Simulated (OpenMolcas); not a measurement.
OpenMolcas timings: AlH2O2F (SMILES [OH][Al]([OH])[F])

AlH2O2F: 6 atoms, total charge 0, spin state singlet. As SMILES, `[OH][Al]([OH])[F]`. The shape is that of a PBE0-D4/def2-TZVP optimisation. This is one conformer, not always the lowest.

```xyz
6

O    -0.5726    1.3276   -0.6788
Al   -0.0455   -0.1455   -0.0675
O     1.0580   -0.1396    1.1990
F    -0.5985   -1.5644   -0.6959
H    -1.1983    1.3975   -1.3971
H     1.3991   -0.9396    1.5940
```

Program: OpenMolcas 26.06. Hardware: 1 thread of Arm Neoverse V2, shared host, so times are rough. Two-electron integrals are exact unless an approximation is named.

Estimate their order by wall time, quickest first.
A. gradient at HF/STO-3G
B. gradient at SVWN5/def2-TZVP, grid UltraFine
C. gradient at HF/def-TZVP

A (1.7 s), C (7.8 s), B (50 s).
